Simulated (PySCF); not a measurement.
Electron correlation in Ar (argon, neutral)

[Ar], closed-shell 1S. Computed with PySCF 2.14 in dyall-acv3z (19s12p6d4f, 113 functions), with no relativity, point nucleus. Frozen: [Ne]; 8 electrons correlated; the 31 highest virtual orbitals of each spin left out.

```
  level  correlation energy (mhartree)
   CCSD                        -235.49
    (T)                          -8.16
CCSD(T)                        -243.65
```

Diagnostics: T1 = 0.0023, D1 = 0.0035, largest double amplitude 0.028.

Q: Is a single reference adequate?

A: Yes: T1 lies below 0.03 and no double amplitude reaches 0.07.
